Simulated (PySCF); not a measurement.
Run record for `C1=COC(=CC1)C(F)F`: HSE06/6-31G, IEF-PCM benzene, TDA, 1 singlet.

Method: TDA HSE06/6-31G, vertical, IEF-PCM benzene (non-equilibrium linear response), core orbitals frozen in the response (PySCF 2.14.0, density-fitted response routines). Geometry: GFN2-xTB. A driver script takes a list of jobs; this job's settings line and coordinates (Å) are shown.

Command:
```bash
OMP_NUM_THREADS=1 python probes_run.py task.json out
```

Input:
```
{"job": {"kind": "uv", "xc": "HSE06", "basis": "6-31G", "solvent": "benzene", "nstates": 1, "ntriplets": 2, "tda": true}, "charge": 0, "multiplicity": 1}
F      2.833795    -0.494335     0.996387
C      2.302088     0.194236    -0.044999
F      2.789153    -0.402014    -1.163011
C      0.796502     0.152498    -0.015002
C      0.101454    -0.978092    -0.020282
C     -1.397972    -1.001421     0.014110
C     -1.914542     0.409945     0.044804
C     -1.112796     1.461407     0.043188
O      0.256349     1.411347     0.015794
H      2.682854     1.225227    -0.009980
H      0.626085    -1.919469    -0.046781
H     -1.786730    -1.533050    -0.863414
H     -1.744602    -1.555111     0.895690
H     -2.982093     0.552177     0.067795
H     -1.453958     2.484645     0.063788
```

Question: What does the run print?

Answer: 
```
coarse grid: 13496 points
cycle   1  E = -506.3940875120  dE =  1.680e+00  |g| = 7.999e-01  |ddm| = 3.939e+00
cycle   2  E = -506.2425090353  dE =  1.516e-01  |g| = 1.223e+00  |ddm| = 1.791e+00
cycle   3  E = -506.5212994957  dE = -2.788e-01  |g| = 7.646e-02  |ddm| = 1.090e+00
cycle   4  E = -506.5221133754  dE = -8.139e-04  |g| = 5.637e-02  |ddm| = 1.522e-01
cycle   5  E = -506.5228566045  dE = -7.432e-04  |g| = 1.774e-02  |ddm| = 7.018e-02
cycle   6  E = -506.5229327890  dE = -7.618e-05  |g| = 2.561e-03  |ddm| = 2.144e-02
cycle   7  E = -506.5229342113  dE = -1.422e-06  |g| = 1.351e-03  |ddm| = 3.593e-03
final grid: 133896 points
cycle   8  E = -506.4739573478  dE = -2.407e-05  |g| = 1.198e-02  |ddm| = 2.751e-02
cycle   9  E = -506.4739297068  dE =  2.764e-05  |g| = 1.737e-02  |ddm| = 2.566e-02
cycle  10  E = -506.4739825275  dE = -5.282e-05  |g| = 1.526e-03  |ddm| = 1.555e-02
cycle  11  E = -506.4739830816  dE = -5.541e-07  |g| = 3.338e-04  |ddm| = 1.766e-03
cycle  12  E = -506.4739831064  dE = -2.477e-08  |g| = 1.172e-04  |ddm| = 4.638e-04
cycle  13  E = -506.4739831096  dE = -3.209e-09  |g| = 4.063e-05  |ddm| = 1.465e-04
cycle  14  E = -506.4739831100  dE = -4.150e-10  |g| = 6.372e-06  |ddm| = 4.384e-05
converged SCF energy = -506.4739831100

Static polarisability (au): isotropic 63.504, principal 37.231 67.790 85.490

Singlet excitations
state   eV       nm        f      main configurations
  1   5.0960    243.3   0.03154   H->L 0.96

Triplet excitations (Tamm-Dancoff, eV): 3.5524 4.4643
```

The SCF starts on a coarse grid where the log names one; the energy can jump when the final grid takes over, and dE then counts from the start density on the new grid. H and L stand for HOMO and LUMO; the number after each pair is its weight.

Question: How does the lowest singlet excitation compare with the HOMO–LUMO gap?

Answer: HOMO -5.85 eV and LUMO -0.57 eV give a gap of 5.28 eV; S1 at 5.10 eV lies 0.18 eV below it.

Question: Give the mean polarisability as a volume in Å³, and the ratio of the largest to the smallest principal value.

Answer: 63.504 au × 0.148185 = 9.41 Å³; 85.490/37.231 = 2.30.

In short: SCF converged in 14 cycles with 93 basis and 834 fitting functions; HOMO -5.85 eV, LUMO -0.57 eV; lowest singlet 5.10 eV; lowest triplet 3.55 eV (Tamm–Dancoff); mean polarisability 63.5 au.

The structure is a single GFN2-xTB conformer; no vibrational corrections.

Hardware: one thread, Intel Xeon 6975P-C (x86_64), shared host with 192 logical CPUs at a one-minute load of 41. Cost: 9.3 s of wall time, 0.65 GiB resident at most.

Shape of the structure used: `[F:1][CH:2]([F:3])[C:4]1=[CH:5][CH2:6][CH:7]=[CH:8][O:9]1`: F1–C2–C4–C5 -57°.
